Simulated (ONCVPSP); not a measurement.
Pseudopotential generation for cerium: ONCV, PBEsol, scalar-relativistic.

* Element: Ce (Z = 58)
* Generator: ONCVPSP 4.0.1
* Type: optimised norm-conserving Vanderbilt (ONCV)
* Functional: PBEsol
* Relativity: scalar-relativistic
* Frozen core: [Kr] 4d10 4f1
* Valence charge: 11
* Reference configuration: 5s2 5p6 5d2 6s1
* Partial waves: 5s+6s: rc 2.70 bohr, ncon 4, nbas 8, qcut 5.5 1/bohr, 2 projectors; 5p: rc 2.50 bohr, ncon 4, nbas 8, qcut 5.8 1/bohr, 2 projectors, debl 2.8 Ha; 5d: rc 4.00 bohr, ncon 4, nbas 9, qcut 3.7 1/bohr, 2 projectors, debl 0.7 Ha
* Local potential: polynomial inside 1.75 bohr (lpopt 5, dvloc0 0 Ha)
* Core correction: Teter function fitted to the true core (icmod 2), fcfact 0.2

All-electron outer shells of the reference configuration (PBEsol, scalar-relativistic, ld1.x):

```json
{"shell": "5s", "level (eV)": "-39.03", "outermost node (bohr)": "0.75", "outermost maximum (bohr)": "1.37"}
{"shell": "5p", "level (eV)": "-21.75", "outermost node (bohr)": "0.81", "outermost maximum (bohr)": "1.55"}
{"shell": "4f", "level (eV)": "-3.83", "outermost node (bohr)": "–", "outermost maximum (bohr)": "0.71"}
{"shell": "6s", "level (eV)": "-3.22", "outermost node (bohr)": "1.83", "outermost maximum (bohr)": "3.82"}
{"shell": "5d", "level (eV)": "-2.13", "outermost node (bohr)": "0.92", "outermost maximum (bohr)": "2.23"}
```

Results:

```json
{
  "Cutoffs needed": "8.8 Ha and 12 Ha (the cutoffs (Ha) at which the residual kinetic energy of the hardest occupied pseudo-wave falls to 1 and 0.1 mHa per electron)",
  "Ghost test": "no bound ghost flagged; GHOST(+) flagged for s at 62.7 eV",
  "Largest excitation error": "+12 meV (all-electron minus pseudo) for 5s2 5p6 5d1 6s2, out of 4 test configurations",
  "rms error of d²Exc/dni dnj": "3.43 mHa without and 0.57 mHa with the model core"
}
```

Generation and tests took about 6.9 s on one core of a shared server CPU.
